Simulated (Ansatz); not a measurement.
Reaction (ligand exchange at the Si–Cl bond): `N[Si](O)(Cl)Br` + H–F → `N[Si](O)(F)Br` + HCl

Isolated molecules relaxed with PBE0-D4/def2-TZVP in Ansatz; ΔE leaves out vibrations. CCSD(T)/CBS is the MP2 limit (def2-TZVPP, def2-QZVPP) plus CCSD(T) − MP2 in def2-TZVPP, frozen cores. This one scheme is used for every species. Functionals use def2-TZVPP. B3LYP here is the variant with VWN-RPA as its local correlation; programs differ in this. HSE06 is defined as in plane-wave codes. For Br outer-core shells are correlated without core-valence functions, which leaves a few kJ/mol of doubt a bond. Scalar relativity is left out up to krypton. Each species was taken in one conformer, which may not be the lowest.

Q: Is it downhill or uphill in electronic energy at CCSD(T)/CBS, and by how much? (An estimate is asked.)

A: Ansatz gave: Downhill: ΔE = -48.5 kJ/mol.

Q: What do these levels give: LDA (SPW92), PBE-D4, BLYP-D4, PBE0-D4, B3LYP-D4, HSE06-D4, B3LYP, r2SCAN0, BHLYP, LC-ωPBE, MP2/CBS(def2), CCSD/CBS(def2)? (An estimate is asked.)

A: The calculation gave: LDA (SPW92) -47.8, PBE-D4 -42.1, BLYP-D4 -50.9, PBE0-D4 -43.3, B3LYP-D4 -52.3, HSE06-D4 -43.0, B3LYP -60.0, r2SCAN0 -52.7, BHLYP -62.7, LC-ωPBE -52.6, MP2/CBS(def2) -40.7, CCSD/CBS(def2) -51.7 kJ/mol.

Largest T1 diagnostic among the species: 0.009.

At CCSD(T), def2-SVP lies −4.1 kJ/mol from the extrapolated value and def2-TZVPP −5.2 kJ/mol. In def2-TZVPP, CCSD(T) changes the Hartree–Fock value by +14.3 kJ/mol (the triples alone add +3.2 kJ/mol) and MP2 by +22.1 kJ/mol.
